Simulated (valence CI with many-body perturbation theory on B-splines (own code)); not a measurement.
## Xe5+: electric-dipole lines

Computed by valence CI with perturbative core correlation (CI+MBPT): three valence electrons over a frozen Dirac-Fock core [Kr] 4d10, a basis of 11 s, 11 p, 10 d, 8 f, 5 g, 2 h functions for each j, with the one-electron correlation potential Σ1, the two-electron term Σ2, the three-electron term Σ3, Breit, model QED; selected CI, second order for the rest, scaled by the run's own slope (own B-spline code, finite nucleus).

Against 18 measured levels this calculation errs by 446 cm⁻¹ on average and by 1230 at most. These come from a selection out of Saloman, J. Phys. Chem. Ref. Data 33, 765 (2004). Levels without a partner in it may be off by more, other configurations by several thousand cm⁻¹. The list stops below the first excitations out of the core. 7 measured levels below the end of the list, from 338450 cm⁻¹ on, found no clear computed partner, and computed levels of the same name lie up to 10570 cm⁻¹ from them.

Lines 351 to 400 of 595 in falling wavelength, among levels below 413110 cm⁻¹, chosen from the strongest by gf and those to the six lowest levels. Wavelengths and rates use the calculated energies, so an error of 400 cm⁻¹ moves a line at 71.14 nm by 0.28 % and its rate by three times that or more. Electric multipoles are in the length gauge, E1 and E2 with the static RPA response of the core. Weak lines are less certain than strong ones. Lines between different terms over intervals too small for the method are left out, as are lines whose strength nearly cancels. Where a level lies close to another of its J and parity, the split of strength between their lines is uncertain. The highest levels of a list are the least certain.

Names give the largest LS component (configuration and term), which can be under half, so a name can repeat, a term be missing and a line seem to break the LS rules; names also repeat where a configuration has a term twice. Letters in brackets count levels of one name in rising energy.

| λ vac (nm) | λ from measured levels | Upper | Lower | A (s⁻¹) | S (a.u.) with core polarisation | S without |
| --- | --- | --- | --- | --- | --- | --- |
| 71.93 |  | 4f.5s.5p 2D_5/2 [b] | 4f.5s2 2F°_7/2 | 5.30e+09 | 5.83e+00 | 7.20e+00 |
| 71.92 |  | 5s.5p.6p 2D_5/2 [b] | 5s.5p.5d 4P°_5/2 | 5.22e+08 | 5.75e-01 | 7.06e-01 |
| 71.76 |  | 5s2.7p 2P°_1/2 | 5s2.6s 2S_1/2 | 4.86e+09 | 1.77e+00 | 2.17e+00 |
| 71.76 |  | 4f.5s.5p 2D_5/2 [b] | 4f.5s2 2F°_5/2 | 3.47e+08 | 3.80e-01 | 4.72e-01 |
| 71.72 |  | 5s.5p.6s 4P°_3/2 | 5s2.5d 2D_5/2 | 8.92e+08 | 6.50e-01 | 9.39e-01 |
| 71.62 |  | 5p2.5d 4D_3/2 | 5s.5p.5d 4F°_5/2 | 1.73e+09 | 1.26e+00 | 1.62e+00 |
| 71.43 |  | 5p2.5d 4D_5/2 | 5s.5p.5d 4F°_5/2 | 1.63e+09 | 1.76e+00 | 2.31e+00 |
| 71.38 |  | 5p2.5d 4P_5/2 | 5s2.6p 2P°_3/2 | 8.06e+08 | 8.68e-01 | 1.14e+00 |
| 71.37 |  | 5p3 4S°_3/2 [b] | 5s.5p2 4P_3/2 | 2.43e+09 | 1.74e+00 | 2.31e+00 |
| 71.26 |  | 5p3 4S°_3/2 [a] | 5s.5p2 4P_1/2 | 9.83e+08 | 7.02e-01 | 9.28e-01 |
| 71.14 | 71.42 | 5s2.6p 2P°_1/2 | 5s.5p2 2D_3/2 | 2.08e+09 | 7.41e-01 | 8.17e-01 |
| 71.01 |  | 5p3 2D°_5/2 | 5s.5p2 4P_3/2 | 8.85e+06 | 9.38e-03 | 1.14e-02 |
| 70.83 |  | 5s.5p.6p 2P_1/2 [b] | 5s2.6p 2P°_1/2 | 5.54e+09 | 1.94e+00 | 2.51e+00 |
| 70.74 |  | 5s.5p.6s 2P°_3/2 [b] | 5s2.6s 2S_1/2 | 5.55e+09 | 3.88e+00 | 4.88e+00 |
| 70.66 |  | 5s.5p.6s 4P°_3/2 | 5s2.5d 2D_3/2 | 1.19e+09 | 8.32e-01 | 1.07e+00 |
| 70.63 | 70.88 | 5s2.6p 2P°_3/2 | 5s.5p2 2D_5/2 | 2.12e+09 | 1.48e+00 | 1.66e+00 |
| 70.56 |  | 5s.5p.6p 2P_3/2 | 5s2.6p 2P°_3/2 | 2.88e+09 | 2.00e+00 | 2.58e+00 |
| 70.43 |  | 5s.5p.5d 2D°_5/2 [b] | 5s2.5d 2D_5/2 | 4.78e+09 | 4.95e+00 | 6.62e+00 |
| 70.40 |  | 5p3 2P°_3/2 | 5s.5p2 2D_3/2 | 1.59e+08 | 1.10e-01 | 1.65e-01 |
| 70.35 |  | 5s.5p.6p 2D_5/2 [b] | 5s2.6p 2P°_3/2 | 5.03e+09 | 5.18e+00 | 6.75e+00 |
| 70.33 | 70.50 | 5s.5p2 2P_1/2 | 5s2.5p 2P°_1/2 | 8.13e+09 | 2.79e+00 | 3.68e+00 |
| 70.12 |  | 5s.5p.5d 2P°_1/2 [b] | 5s2.5d 2D_3/2 | 5.39e+09 | 1.84e+00 | 2.45e+00 |
| 70.12 | 70.23 | 5s.5p2 2S_1/2 | 5s2.5p 2P°_3/2 | 5.92e+09 | 2.01e+00 | 2.67e+00 |
| 70.05 |  | 5p2.5d 4D_3/2 | 5s.5p.5d 4F°_3/2 | 1.01e+09 | 6.85e-01 | 8.87e-01 |
| 69.96 |  | 5p2.5d 2G_7/2 | 5s.5p.5d 4F°_7/2 | 6.15e+08 | 8.31e-01 | 1.10e+00 |
| 69.92 |  | 5s.5p.6p 2D_3/2 [c] | 5s2.6p 2P°_1/2 | 6.29e+09 | 4.25e+00 | 5.52e+00 |
| 69.86 |  | 5s.5p.5d 2D°_3/2 [b] | 5s2.5d 2D_3/2 | 2.97e+09 | 2.00e+00 | 2.64e+00 |
| 69.72 |  | 5s.5p.5d 2P°_3/2 [b] | 5s2.5d 2D_5/2 | 4.75e+09 | 3.18e+00 | 4.21e+00 |
| 69.64 |  | 5s.5p.5d 2D°_3/2 [a] | 5s.5p2 2P_1/2 | 6.92e+08 | 4.61e-01 | 5.76e-01 |
| 69.47 |  | 5p2.5d 4P_5/2 | 5p3 2P°_3/2 | 3.36e+08 | 3.34e-01 | 4.38e-01 |
| 69.44 | 69.68 | 5s.5p2 2P_3/2 | 5s2.5p 2P°_3/2 | 8.92e+09 | 5.90e+00 | 7.79e+00 |
| 69.34 |  | 5s.5p.6p 2D_5/2 [a] | 5p3 2D°_5/2 | 3.89e+08 | 3.84e-01 | 3.86e-01 |
| 69.11 |  | 5s.5p.5d 4P°_5/2 | 5s.5p2 2D_5/2 | 6.79e+08 | 6.63e-01 | 8.49e-01 |
| 69.04 |  | 5p2.5d 4D_7/2 | 5s.5p.5d 4F°_7/2 | 2.86e+08 | 3.72e-01 | 4.81e-01 |
| 68.86 |  | 5s.5p.5d 4P°_3/2 | 5s.5p2 2P_1/2 | 1.15e+09 | 7.44e-01 | 9.29e-01 |
| 68.72 |  | 5s.5p.5d 2P°_3/2 [b] | 5s2.5d 2D_3/2 | 2.47e+09 | 1.58e+00 | 2.07e+00 |
| 68.54 | 68.76 | 5s2.6p 2P°_3/2 | 5s.5p2 2D_3/2 | 9.17e+07 | 5.83e-02 | 6.14e-02 |
| 68.49 |  | 5s.5p.6p 2D_5/2 [b] | 5p3 2P°_3/2 | 1.15e+09 | 1.09e+00 | 1.43e+00 |
| 68.48 |  | 5p2.5d 2P_1/2 | 5s2.6p 2P°_1/2 | 1.57e+09 | 4.99e-01 | 6.47e-01 |
| 68.12 |  | 5s.5p.6s 2P°_1/2 [b] | 5s2.6s 2S_1/2 | 3.79e+09 | 1.18e+00 | 1.64e+00 |
| 67.68 |  | 5s2.7p 2P°_3/2 | 5s2.6s 2S_1/2 | 2.60e+09 | 1.59e+00 | 2.24e+00 |
| 67.65 |  | 5s.5p.6p 2D_3/2 [c] | 5p3 2P°_1/2 | 6.50e+08 | 3.97e-01 | 5.32e-01 |
| 67.62 |  | 5p3 4S°_3/2 [b] | 5s.5p2 4P_1/2 | 1.12e+09 | 6.86e-01 | 9.04e-01 |
| 67.53 |  | 5s.5p.5d 2P°_3/2 [a] | 5s.5p2 2P_3/2 | 2.40e+09 | 1.46e+00 | 1.85e+00 |
| 67.11 |  | 5s.5p.5d 4P°_5/2 | 5s.5p2 2D_3/2 | 7.45e+07 | 6.67e-02 | 8.66e-02 |
| 66.90 |  | 5s.5p.5d 2P°_3/2 [a] | 5s.5p2 2S_1/2 | 4.60e+08 | 2.72e-01 | 3.42e-01 |
| 66.89 |  | 5s2.6d 2D_3/2 | 4f.5s2 2F°_5/2 | 2.46e+09 | 1.45e+00 | 2.04e+00 |
| 66.85 | 67.14 | 5s2.5f 2F°_7/2 | 5s2.5d 2D_5/2 | 1.79e+10 | 2.11e+01 | 2.41e+01 |
| 66.75 | 66.89 | 5s2.5f 2F°_5/2 | 5s2.5d 2D_5/2 | 1.85e+09 | 1.63e+00 | 1.93e+00 |
| 66.73 |  | 5s.5p.6s 2P°_1/2 [a] | 5s2.5d 2D_3/2 | 1.62e+09 | 4.75e-01 | 5.56e-01 |
